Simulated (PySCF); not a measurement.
The second ionisation energy along group 13

Calculated with PySCF 2.14 from differences of total energies of unrestricted determinants, without spin-orbit coupling. Values in eV. The last column holds reference values (NIST; (s) semi-empirical, (t) theoretical, else measured). Unmarked ones compare directly (S terms, centres of terms, or small fine structure); those marked * lie between the lowest fine-structure levels and include a spin-orbit shift.

```csv
element,configurations,UHF,MP2 (valence),SCS-MP2 (valence),reference
"B (aug-cc-pCVTZ-DK with one added diffuse shell each of s, p, d, f type, spin-free X2C)",[He] 2s2 → [He] 2s1,23.449,24.450,24.650,25.155
"Al (aug-cc-pCVTZ-DK with one added diffuse shell each of s, p, d, f type, spin-free X2C)",[Ne] 3s2 → [Ne] 3s1,17.551,18.315,18.468,18.829
"In (aug-cc-pwCVTZ-DK3 with one added diffuse shell each of s, p, d, f type, spin-free X2C)",[Kr] 4d10 5s2 → [Kr] 4d10 5s1,17.014,17.665,17.796,18.870
"Tl (aug-cc-pwCVTZ-DK3 with one added diffuse shell each of s, d, f type, spin-free X2C)",[Xe] 4f14 5d10 6s2 → [Xe] 4f14 5d10 6s1,18.349,18.916,19.029,20.428
```

```csv
method,elements,mean error (eV),mean absolute error (eV),largest error (eV)
UHF,4,-1.730,1.730,-2.079
MP2 (valence),4,-0.984,0.984,-1.513
SCS-MP2 (valence),4,-0.835,0.835,-1.399
```

Errors include the incompleteness of the basis and the frozen core.

"Valence" correlates the outer s and p shells and, in groups 3 to 12 and the f block, the outer d or f shell, open or full, or the next shell where the ion has no valence electron left; the wider scheme adds the next inner shell.
